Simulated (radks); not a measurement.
Question: These are the eigenvalues of the occupied orbitals of an atom or ion with whole-number occupations (eV). Calculated with a radial shooting solver on a logarithmic mesh with Libxc functionals: Dirac Kohn-Sham, BLYP, spin-unpolarised, spherical densities, point nucleus.

| orbital | eigenvalue |
|---|---|
| 1s1/2 | -15058.81 |
| 2s1/2 | -2034.602 |
| 2p1/2 | -1848.228 |
| 2p3/2 | -1787.391 |
| 3s1/2 | -324.2567 |
| 3p1/2 | -257.4928 |
| 3p3/2 | -248.3399 |
| 3d3/2 | -131.4290 |
| 3d5/2 | -129.8724 |
| 4s1/2 | -55.5028 |
| 4p1/2 | -39.0688 |
| 4p3/2 | -38.0051 |
| 5s1/2 | -15.3214 |

Which element is it, and in what charge state? The configuration may be excited. Open shells, if any, fill j = l - 1/2 first.

Answer: Z = 37, rubidium, charge +2: Rb2+ in [Ar] 3d10 4s2 4p4 5s1. The list shows which subshells hold electrons but not how many an open one holds; the 1s level, -553.4 hartree, gives Z - s = 33.3 by -(Z - s)^2/2, which with screening and relativity narrows Z to a few neighbours, and the depths of the outer levels then fix element, charge and occupations together.
